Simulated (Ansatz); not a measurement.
Consider the atomization: `[CH3][Al][O][SiH3]`• → Al• + C• + 6 H• + O• + Si•.

Computed with Ansatz on PBE0-D4/def2-TZVP structures; ΔE is electronic, products minus reactants. CCSD(T)/CBS is the MP2 limit (def2-TZVPP, def2-QZVPP) plus CCSD(T) − MP2 in def2-TZVPP, frozen cores. This one scheme is used for every species, atoms too. DFT in def2-TZVPP. B3LYP here is the variant with VWN-RPA as its local correlation; programs differ in this. HSE06 is defined as in plane-wave codes. Open shells (•) are unrestricted, without spin–orbit coupling. Spin–orbit coupling would lower the free atoms: a little for Al, C, O, Si. Each species was taken in one conformer, which may not be the lowest.

```tsv
level	ΔE (kJ/mol)	difference from CCSD(T)/CBS
LDA (SPW92)	3822.5	386.9
revPBE-D4	3364.1	-71.5
BLYP-D4	3406.2	-29.4
r2SCAN-D4	3446.7	11.1
B97M-V	3443.4	7.8
PBE0-D4	3396.6	-39.0
B3LYP-D4	3427.0	-8.6
r2SCANh-D4	3429.2	-6.4
r2SCAN0-D4	3404.2	-31.4
BHLYP-D4	3362.6	-73.0
CAM-B3LYP-D4	3447.4	11.8
ωB97X-V	3437.6	2.0
ωB97M-V	3427.7	-7.9
B2PLYP	3394.5	-41.1
PBE	3411.9	-23.7
revPBE	3310.4	-125.2
BLYP	3365.6	-70.0
r2SCAN	3442.1	6.5
PBE0	3380.8	-54.8
B3LYP	3396.7	-38.9
r2SCANh	3424.3	-11.3
r2SCAN0	3398.8	-36.8
HSE06	3383.3	-52.3
BHLYP	3337.7	-97.9
CAM-B3LYP	3431.2	-4.4
LC-ωPBE	3408.3	-27.3
HF/def2-SVP	2594.4	-841.2
MP2/def2-SVP	3248.2	-187.4
CCSD/def2-SVP	3193.5	-242.1
HF/def2-TZVPP	2612.2	-823.4
MP2/def2-TZVPP	3390.1	-45.5
SCS-MP2/def2-TZVPP	3388.6	-47.0
CCSD/def2-TZVPP	3312.0	-123.6
CCSD(T)/def2-TZVPP	3348.8	-86.8
HF/def2-QZVPP	2621.1	-814.5
MP2/def2-QZVPP	3442.9	7.3
SCS-MP2/def2-QZVPP	3447.4	11.8
HF/CBS(def2)	2622.4	-813.2
MP2/CBS(def2)	3476.8	41.2
CCSD/CBS(def2)	3398.7	-36.9
CCSD(T)/CBS	3435.6	0
```

Largest T1 diagnostic among the species: 0.018.

At CCSD(T), def2-SVP lies −218.2 kJ/mol from the extrapolated value and def2-TZVPP −86.8 kJ/mol: correlation converges slowly with the basis, and small sets miss more of it in the bonded molecule than in its fragments. In def2-TZVPP, CCSD(T) changes the Hartree–Fock value by +736.6 kJ/mol (the triples alone add +36.9 kJ/mol) and MP2 by +777.8 kJ/mol; breaking electron pairs costs correlation energy, which Hartree–Fock lacks. Leaving LDA and LC-ωPBE aside and taking each functional with its dispersion term where it has one, the values spread over 84.9 kJ/mol, from BHLYP-D4 to CAM-B3LYP-D4. LDA lies +410.6 kJ/mol from PBE without D4, its usual overbinding.

For atomizations the MP2-based limit and the directly extrapolated one differ by several kJ/mol either way, and by 10 to 25 for some Ge, Se and Sn compounds, so smaller differences from it don't rank the levels.
